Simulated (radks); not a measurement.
Problem. All-electron atom: Fe+ in [Ar] 3d6 4s1. All-electron calculation, scalar-relativistic Kohn-Sham, MS2 meta-GGA, spin-polarised, spherical densities, finite nucleus; open shells are filled with parallel spins first; meta-GGA in the generalised Kohn-Sham scheme; Fermi nuclear charge, rms radius 3.7377 fm. Program: a radial shooting solver on a logarithmic mesh with Libxc functionals. Some entries of the table are withheld. Estimate them.

orbital  occ.  eigenvalue (eV)  <r> (bohr)
1s up       1        -7022.304     0.05841
1s down     1        -7022.231     0.05841
2s up       1        -835.5145      0.2662
2s down     1        -834.0548      0.2657
2p up       3        -709.8727      0.2357
2p down     3        -708.4779      0.2352
3s up       1        -107.0563      0.8075
3s down     1        -102.4534      0.8108
3p up       3         -71.5681      0.8554
3p down     3         -66.7480      0.8606
3d up       5         -17.4409         (1)
4s up       1              (2)         (3)
3d down     1         -12.5326         (4)
4s down     0              (5)         (6)

Solution. 
(1) 3d up <r> (bohr): 1.097
(2) 4s up eigenvalue (eV): -13.0748
(3) 4s up <r> (bohr): 2.652
(4) 3d down <r> (bohr): 1.163
(5) 4s down eigenvalue (eV): -10.4398
(6) 4s down <r> (bohr): 2.805
